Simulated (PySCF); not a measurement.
# Computed structure and properties of DyH2

System: DyH2 (singlet in the valence; each metal's 4f electrons, 10 of them, lie in its core potential, out of spins and levels); start: template (C2v). Method: PySCF 2.14.0, RKS PBE0, Dy lcecp-0-SVP with ECP56, H def2-SVP; non-relativistic Hamiltonian with scalar-relativistic core potentials where named; density fitting; no spin-orbit coupling.

Input of the relaxation:

```python
mol = gto.M(atom='''
Dy     0.00000     0.00000    -0.01165
H      2.14270    -0.00000     0.94725
H     -2.14270     0.00000     0.94725''',
    basis={'Dy': 'lcecp-0-SVP', 'H': 'def2-SVP'},
    ecp={'Dy': 'lcecp-0-SVP'},
    charge=0, spin=0)
mf = dft.RKS(mol, xc='PBE0')
mf.grids.atom_grid = (50, 194)  # f atoms: unpruned, at least (60, 302)
mf = mf.density_fit()  # fitting sets: Dy AutoAux, H def2-universal-JKFIT
mf.conv_tol = 1e-08; mf.max_cycle = 55
mf.kernel(dm0)  # dm0: converged density of the start geometry
# quasi-Newton relaxation in Cartesian coordinates to a largest gradient under 0.00045 Eh/bohr, steps kept in the point group
```

Run from Python with OMP_NUM_THREADS=2; the lines above give its settings. Where DIIS fails, smearing, a level shift and second-order steps follow.
It took 3.4 s on 2 threads of Arm Neoverse V2, on a shared host, from the converged density of the start.

Course of the relaxation:

```tsv
step	energy above end (eV)	largest force component within the symmetry (eV/Å)
0	0.1774	0.722
1	0.0977	0.540
2	0.0167	0.228
3	0.0066	0.088
4	0.0007	0.082
5	0.0000	0.008
6	0.0000	0.001
```

Relaxed geometry (C2v):

```xyz
3

Dy    0.0000    0.0000   -0.0974
H     1.8518    0.0000    0.9901
H    -1.8518    0.0000    0.9901
```

```json
{"contact": "Dy1–H2 (H)", "Å": "2.148"}
{"contact": "Dy1–H3 (H)", "Å": "2.148"}
```

On the finer grid (75, 302):

```yaml
HOMO: not given (4f levels lie in the core)
LUMO: not given (4f levels lie in the core)
Dipole_about_the_centre_of_mass: 6.32 D
Set_of_Mulliken_populations_of_Dy1_outside_the_core_potential: s 2.69, p 6.37, d 0.55, f 0.01
D3_BJ_dispersion_energy_not_in_the_energies: -0.020 eV
```

```
atom  Mulliken (e)  Löwdin (e)  spin (e)
 Dy1          0.38        0.46      0.00
  H2         -0.19       -0.23      0.00
  H3         -0.19       -0.23      0.00
```

The 4f levels lie in the core potential and are missing. Their spin isn't counted.

On the grid (50, 194), as all that follows. Harmonic modes: a minimum; lowest 371 cm⁻¹ (negative: unstable), highest 1245 cm⁻¹, zero-point energy 0.174 eV.

Taking off one H (charge -1, singlet; the rest: singlet) in vacuum, both parts rigid, costs 8.25 eV; the small basis without counterpoise inflates it. Most of it is the attraction of opposite charges; other ways to part are cheaper, and one spin state was tried for the rest.

Rigid scan of H along the line from its metal:

```csv
distance to H2 (Å),energy (eV)
1.85,0.337
1.95,0.134
2.05,0.030
2.15,0.000
2.25,0.025
2.35,0.090
2.55,0.300
2.85,0.711
3.25,1.289
3.75,1.932
```

One start shape was tried, so this needn't be the lowest isomer.

An lcecp potential fixes the number of 4f electrons, so in runs with it no electron can move into or out of that shell; real Dy(II) is rare or takes another configuration.
